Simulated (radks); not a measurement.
All-electron atom: Ca II in [Ar] 4s(up 0.5, down 0.5) (fractional occupations, a model configuration). Method: non-relativistic Kohn-Sham, LDA (Slater exchange, Perdew-Wang correlation), spin-polarised, spherical densities, point nucleus; computed with a radial shooting solver on a logarithmic mesh with Libxc functionals. Some entries of the table are withheld. Estimate them.

orbital  occ.  eigenvalue (hartree)  <r^2> (bohr^2)  <1/r> (bohr^-1)
1s          2             -144.1952        0.008073            19.49
2s          2             -15.30563             (1)            3.994
2p          6             -12.54419             (2)            3.931
3s          2              -1.96126           1.563              (3)
3p          6                   (4)           1.903            1.080
4s          1              -0.33562           14.50              (5)

Answer. 
(1) 2s <r^2> (bohr^2): 0.1603
(2) 2p <r^2> (bohr^2): 0.1341
(3) 3s <1/r> (bohr^-1): 1.204
(4) 3p eigenvalue (hartree): -1.28430
(5) 4s <1/r> (bohr^-1): 0.3650
